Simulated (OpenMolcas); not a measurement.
## Tm2+: moving the ligands

Tm2+ with 8 ligands (fluoride) in square antiprismatic coordination (D4d) at 2.47 Å, a polar angle of 61.9° against the regular 57.3°. A charge of +0.75 e stands 2.4 Å behind each ligand. Ligand basis ANO-RCC-VDZP.

- Program: OpenMolcas
- Method: CASSCF
- Basis: ANO-RCC-VDZP [7s6p4d2f1g]
- Scalar Hamiltonian: DKH2, point nucleus
- Active space: 13 electrons in 7 orbitals (4f)
- State averaging: 2S+1 = 2 odd, 7 roots
- Spin-orbit coupling: state interaction with AMFI integrals over the reference wave functions

Runs around this geometry, states. Energies in cm-1 above the lowest state or level, χT in cm3 K/mol.

| R (Å) | Ground state | First state of that spin | First gap with spin-orbit (degeneracies) | Width of lowest J | χT at 300 K |
| --- | --- | --- | --- | --- | --- |
| 2.38 | 2S+1 = 2 | 351.9 | 303.0 (2, 2) | 896 | 2.440 |
| 2.47 | 2S+1 = 2 | 343.8 | 296.1 (2, 2) | 831 | 2.451 |
| 2.62 | 2S+1 = 2 | 320.0 | 276.0 (2, 2) | 725 | 2.471 |

Taking the width of the lowest J multiplet as R^-n, n = -ln(725 / 896) / ln(2.62 / 2.38) = 2.2 between the shortest and longest distance.

Without dynamic correlation the ligand-field splitting of an f shell can come out too small, at times by half. No measured value stands beside these numbers; the geometry is a model, was not optimised and need not be the one that this ion takes.

A state without a sure symmetry label is named by its multiplicity alone.
